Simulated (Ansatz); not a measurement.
Ansatz (a quantum-chemistry and plane-wave program) input for C4H5, SMILES C=[C]C=C, multiplicity 2, PBE0/def2-SVPD. The structure is a stationary point at r2SCAN-D4/def2-SVP. The isomer is the one that the SMILES or the coordinates give; other isomers of the formula were not compared. One conformer was computed; it need not be the lowest.

Ansatz 0.2 input:
```yaml
crystal:
  periodic: [false, false, false]
  atoms:
    - {symbol: C, position_ang: [-0.17644328, 1.89068489, -0.00000000]}
    - {symbol: C, position_ang: [0.15409107, 0.62612832, 0.00000000]}
    - {symbol: C, position_ang: [0.50030013, -0.68425884, 0.00000000]}
    - {symbol: C, position_ang: [-0.38694094, -1.76629441, -0.00000000]}
    - {symbol: H, position_ang: [-0.32362915, 2.45196710, 0.93440286]}
    - {symbol: H, position_ang: [-0.32362914, 2.45196710, -0.93440286]}
    - {symbol: H, position_ang: [1.57873699, -0.90252107, 0.00000000]}
    - {symbol: H, position_ang: [-1.46792186, -1.60847821, -0.00000000]}
    - {symbol: H, position_ang: [-0.00959873, -2.79049459, -0.00000000]}
basis:
  gaussian:
    orbitals: def2-SVPD
hamiltonian:
  xc: {name: PBE0}
magnetization: {spin_polarized: true, initial_magnetization: 1}
```

Output:

```
WARN ansatz: RAYON_NUM_THREADS=1 ignored (pool sized by the plan → 1); use --threads N
Functional definition: PBE0
integrals: 0.04 GiB planned
996 factors; their error is unknown
mean field: 0.48 GiB planned
mean field evaluation 1: about -4213.7118 eV, gradient 2.9e1 eV
mean field evaluation 2: about -4214.2272 eV, gradient 2.8e1 eV
mean field evaluation 4: about -4218.3891 eV, gradient 2.0e0 eV
mean field evaluation 8: about -4218.4172 eV, gradient 2.0e-1 eV
mean field evaluation 16: about -4218.3930 eV, gradient 1.3e-3 eV
mean field -4218.39304028 eV, -155.0230849009 hartree, gradient 1.3e-5 eV, S^2 0.789104; 0 other end points of the search recorded, 0 dependent functions left out
reference -4218.39306835 eV, -155.0230859322 hartree; 15, 14 occupied and 105, 106 virtual orbitals, 996 factors
Total energy: -4218.39306835 eV, -155.0230859322 hartree
```

The run converged.
